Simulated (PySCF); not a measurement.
AlBFH₄Si, FH₄OSi₂, CH₅B₂O (calculated)

Calculation on a computer-drawn molecule: optimised geometry and harmonic frequencies of an isolated molecule of the commonest isotopes, restricted reference for singlets and unrestricted otherwise, frozen core in MP2. Program: PySCF 2.14.0.

Common to all runs: method HF.

(1) AlBFH₄Si

Start structure:
```xyz
8
AlBFH4Si
F      2.1047    -2.0753    -1.4909
Al     1.2638    -1.3378    -0.2435
B      0.4800    -0.4426     1.2949
Si    -0.7271     1.0529     0.9678
H      0.5961    -1.0086     2.2950
H     -0.6374     2.2963     1.7886
H     -2.1694     0.6993     1.0210
H     -0.5948     1.5225    -0.4762
```

Here we set charge 0, multiplicity 2 and basis cc-pV(D+d)Z.

Results for AlBFH₄Si: rotational constants 13.26, 1.44, 1.385 GHz; total energy -657.3185 hartree; spin squared 0.8231; convergence status largest gradient component 2.21e-05 hartree/bohr.

Drawn bonds:
```csv
atom,other atom,order
1,2,1
2,3,1
3,4,1
3,5,1
4,6,1
4,7,1
4,8,1
```

Optimised structure:
```xyz
8
AlBFH4Si
F      2.5896    -1.5873    -1.1418
Al     1.0995    -1.8072    -0.4385
B      0.3553    -0.5559     1.1374
Si    -0.8281     1.0839     0.8710
H      0.4888    -0.9643     2.2615
H     -0.2254     2.2286     1.6019
H     -2.1863     0.8334     1.4186
H     -0.9775     1.4756    -0.5534
```

Modes:
```csv
frequency (cm⁻¹),reduced mass (dalton)
51.15,1.279
65.09,3.667
137.4,6.103
154.2,4.138
409.5,3.655
494.8,1.063
596.3,1.27
682.9,1.911
708.7,2.897
834.5,8.479
898.3,1.514
990.6,1.109
1019,1.05
1036,1.036
2284,1.048
2286,1.05
2295,1.021
2683,1.09
```

(2) FH₄OSi₂

Start structure:
```xyz
8
FH4OSi2
O     -1.8006     0.2214    -0.5925
Si    -0.2242    -0.1457    -0.7130
Si     0.5021    -0.8829     1.2818
F      2.0298    -1.1544     0.9782
H     -2.3640     0.5450    -1.2065
H      0.3929     0.9680    -1.4957
H      0.4837    -0.1172     2.5270
H     -0.0552    -2.2132     1.5682
```

It was run with charge 0, multiplicity 2 and basis cc-pV(D+d)Z.

Drawn bonds:
```csv
atom,other atom,order
1,2,1
2,3,1
3,4,1
1,5,1
2,6,1
3,7,1
3,8,1
```

(3) CH₅B₂O

Start structure:
```xyz
9
CH5B2O
C     -2.0393    -0.8688    -0.3896
B     -0.6100    -1.4626    -0.2505
B      0.7075    -0.7431     0.3017
O      1.6754    -0.2255     0.8142
H     -2.1711     0.1360     0.0503
H     -2.3628    -0.8130    -1.3943
H     -2.7753    -1.5422     0.1199
H     -0.4873    -2.5920    -0.7760
H      2.5535     0.1162     1.0867
```

It was run with charge 1, multiplicity 1 and basis cc-pVDZ.

Drawn bonds:
```csv
atom,other atom,order
1,2,1
2,3,1
3,4,1
1,5,1
1,6,1
1,7,1
2,8,1
4,9,1
```

Question: Estimate the total energy of FH₄OSi₂ (entry 2).
Answer: -754.5647 hartree

Question: FH₄OSi₂ (entry 2): spin squared?
Answer: 0.7571

Question: FH₄OSi₂ (entry 2): rotational constants?
Answer: 12.58, 2.039, 1.809 GHz

Question: Estimate the rotational constants of CH₅B₂O (entry 3).
Answer: 33.23, 3.307, 3.064 GHz

Question: CH₅B₂O (entry 3): total energy?
Answer: -164.7835 hartree

Question: Give the table of modes values for CH₅B₂O (entry 3).
Answer: 
Modes:
```csv
frequency (cm⁻¹),reduced mass (dalton)
103.9,1.151
156.8,2.949
202.8,1.105
317.5,3.752
403.7,1.289
504.5,3.386
579,1.359
622.1,2.673
914.7,1.363
930.9,1.701
1084,2.098
1196,1.658
1429,1.261
1509,1.043
1563,1.091
1853,9.156
2794,1.094
3109,1.058
3238,1.071
3298,1.106
4043,1.075
```

Further results for FH₄OSi₂ (entry 2):

```
convergence status largest gradient component : 4.275e-05 hartree/bohr
```

Optimised structure:
```xyz
8
FH4OSi2
O     -1.8861     0.1136    -0.5830
Si    -0.2608    -0.1442    -0.8092
Si     0.5678    -0.9467     1.2440
F      2.1362    -1.3052     1.0199
H     -2.3850     0.5516    -1.2568
H      0.4159     1.1028    -1.2586
H      0.4998     0.0355     2.3448
H     -0.1233    -2.1864     1.6463
```

Modes:
```csv
frequency (cm⁻¹),reduced mass (dalton)
52.14,5.115
127.6,6.275
208.7,1.202
235.9,5.601
440.3,1.103
473.1,6.452
687.4,1.293
781.3,1.103
789.5,1.064
857.1,3.61
867.7,6.357
923.7,1.347
961.8,1.416
1036,1.081
2258,1.042
2328,1.041
2341,1.041
4164,1.067
```

Further results for CH₅B₂O (entry 3):

```
convergence status largest gradient component : 1.847e-05 hartree/bohr
```

Optimised structure:
```xyz
9
CH5B2O
C     -2.0753    -0.8896    -0.3200
B     -0.6867    -1.5731    -0.2423
B      0.7030    -0.6778     0.3212
O      1.6448     0.0062     0.7357
H     -2.2371    -0.0466     0.3512
H     -2.1305    -0.4967    -1.3508
H     -2.8883    -1.6105    -0.2275
H     -0.4256    -2.6804    -0.5921
H      2.5864    -0.0264     0.8870
```
